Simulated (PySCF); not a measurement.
Excitations are Tamm–Dancoff values on a coarser integration grid. The basis has no diffuse functions, so Rydberg states are missing or too high.

Br$_{3}$FSi, SMILES `F[Si](Br)(Br)Br` (charge 0, multiplicity 1)

Level of theory: PBE-D3(BJ)/def2-TZVP run with PySCF.

```yaml
HOMO: -7.50 eV
dipole_moment: 0.68 D
HOMO–LUMO gap: 5.14 eV
LUMO: -2.36 eV
S1 excitation (TDA): 5.30 eV
S1 oscillator strength: 0.000
T1 excitation (TDA): 4.98 eV
S1–T1 gap (TDA): 0.33 eV
total_energy: -8110.6816 Ha
cost: very roughly 3 core-minutes
```

```xyz
5

F     -0.1002    -0.0250     1.6846
Si    -0.0053    -0.0013     0.0884
Br    -0.1671     2.0938    -0.5721
Br    -1.6662    -1.2076    -0.7102
Br     1.9388    -0.8599    -0.4907
```
Charge 0, spin multiplicity 1.
